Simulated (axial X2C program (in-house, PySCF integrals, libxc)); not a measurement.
# HfCl⁺: from the spin-free to the two-component result

Computed with an in-house all-electron X2C program for linear molecules (integrals from PySCF). Spin-free means the one-electron spin-free X2C Hamiltonian; two-component (2c) means X2C with spin–orbit coupling and atomic mean-field two-electron Coulomb and Gaunt terms, so the difference of the two also holds small scalar two-electron terms. Basis: Hf dyall-cv3z [13s14p9d7f4g], Cl dyall-av3z [9s8p3d2f] (cores contracted in-house); Gaussian nuclei, density fitting, unrestricted open shells. Masses: Hf 179.947 u, Cl 34.969 u.

Spin-free state: M_S = 1, Λ = 2 (beyond evenly filled blocks: σα, δ+α); fragments Hf+ + Cl.

```tsv
level	Re (Å)	ωe (cm⁻¹)	De (eV)	μ (D)
PBE0	2.213	452.7	4.836	-3.46
HF	2.262	437.5	3.601	-4.84
MP2	2.246	441.6	4.822	n/a
CCSD	2.249	440.2	4.376	n/a
CCSD(T)	2.251	438.1	4.498	n/a
PW91	2.219	442.1	4.993	-2.92
```

Correlated methods: 10 electrons correlated (number of frozen shells: Hf 5 s, 4 p, 2 d, 1 f; Cl 2 s, 1 p), 316 virtual spin orbitals or spinors in MP2, 90 natural virtuals in coupled cluster.

Dipoles are positive if Cl is the positive end and refer to the centre of mass.

Two-component determinant lowest at the distance of the search:

Ω = 1 (⟨Sz⟩ = -0.99, ⟨Lz⟩ = 1.99 at HF); fragments Hf+ + Cl.

```csv
level,Re (Å),ωe (cm⁻¹),μ (D)
PBE0,2.214,451.4,-3.48
HF,2.263,435.9,-4.86
MP2,2.248,439.8,n/a
CCSD,2.250,437.6,n/a
CCSD(T),2.252,435.6,n/a
PW91,2.220,440.9,-2.94
```

Problem. From the two tables, how do the constants change at the CCSD(T) level (2c against spin-free)?

Solution. At the CCSD(T) level Re goes up by 0.001 Å and ωe decreases by 2.5 cm⁻¹.

Occupations by symmetry block were frozen at the best pattern of an incomplete PBE0 search. Dissociation energies refer to the lowest single-determinant-based atoms at the same level and basis. De is not given where an atomic determinant may have missed its ground term or J level, or where the truncated virtual space spoils (T). Density functionals use the spin component along the axis (collinear). Coupled cluster ran in a truncated set of natural virtual spinors; the MP2 energy of the rest was added. (T) has no such correction and the atoms are truncated less, which lowers De at CCSD(T) by a hundredth of an eV or more. PBE0 can misorder states that lie within some tenths of an eV, so this need not be the ground state of the molecule. The nearest other spin-free determinant of the search, M_S = 0, Λ = 0, lies 0.017 eV up at the distance of the search. The functionals have no current-density term, which raises determinants with orbital currents, atoms included. With several unpaired electrons one determinant need not be a pure state. The outer-core s and p shells of the metal are frozen in the correlated rows, which leaves out core–valence correlation; for alkali and alkaline-earth bonds that tends to lengthen them. With the outer-core shells frozen, correlated bond lengths of heavy atoms tend to come out a few hundredths of an ångström too long.
